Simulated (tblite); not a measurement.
Isomers of [C6H11O]+ (charge +1). Level: GFN2-xTB in tblite, geometry and Hessian alike; calculated harmonic values, unscaled, isolated species. Errors from tens to a few hundred cm⁻¹ against measured bands are possible. One conformer each.

Electronic energies: GFN2-xTB at the same geometries; isomer energies are rough at this level and their order can be wrong.

```tsv
SMILES	electronic energy, lowest = 0 (kJ/mol)
CO/C=C\[C+](C)C	0.0
C=C[CH+]COCC	186.8
CCC(C#[O+])CC	45.9
```

How do GFN2-xTB zero-point energies change the relative energies?

```
         SMILES  ZPE (kJ/mol)  of it from modes above 1550 cm⁻¹  electronic (kJ/mol)  with ZPE, lowest = 0 (kJ/mol)  lowest mode (cm⁻¹)  rings
CO/C=C\[C+](C)C         401.9                             198.5                  0.0                            0.0                  78      0
  CCC(C#[O+])CC         408.2                             212.6                 45.9                           52.2                  62      0
   C=C[CH+]COCC         395.1                             195.9                186.8                          180.1                  39      0
```

The zero-point energies span 13.1 kJ/mol, from `C=C[CH+]COCC` to `CCC(C#[O+])CC`. The order is unchanged.

What do entropy and thermal enthalpy add at 298.15 K and 1 bar (rigid rotor, harmonic oscillator, one conformer each)?

```
         SMILES  point group  symmetry number  S (J/(mol K))  H − H(0) (kJ/mol)  ZPE + H − H(0) − TS (kJ/mol)
CO/C=C\[C+](C)C           Cs                1          385.6              26.46                         313.4
  CCC(C#[O+])CC           Cs                1          390.1              26.36                         318.2
   C=C[CH+]COCC           C1                1          393.4              26.52                         304.3
```
